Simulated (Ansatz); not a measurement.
A series at Si: from orthosilicic acid, ligands are replaced one by one, each step taking up H–F and setting free H₂O; n counts the steps. Ansatz, PBE0-D4/def2-TZVP geometries. Each molecule was computed in one conformer, which needn't be the lowest.

| n | molecule | HOMO energy, ωB97M-V/def2-TZVPP (eV) |
| --- | --- | --- |
| 0 | `O[Si](O)(O)O` | -11.59 |
| 1 | `O[Si](O)(O)F` | ? |
| 2 | `O[Si](O)(F)F` | -12.65 |
| 3 | `O[Si](F)(F)F` | -13.20 |
| 4 | `F[Si](F)(F)F` | -15.29 |

Q: By hand: fit a straight line y = ȳ + b (n − n̄) to the 4 given rows and predict n = 1.

A: n̄ = 2.250, ȳ = -13.182; Σ(n − n̄)(y − ȳ) = -7.417, Σ(n − n̄)² = 8.750, so b = -0.848 eV a step. Prediction: -13.182 + (-0.848) × (-1.250) = -12.12 eV.

Q: By hand: compare with the computed value, -12.27 eV, and give the steps along the whole series.

A: The line misses by -0.15 eV (computed minus predicted). Steps: -0.68, -0.38, -0.55, -2.09 eV.

The steps differ by up to 1.71 eV without a steady trend. The highest orbital can change its character along such a series. The miss is 4.1 % of the series' range.
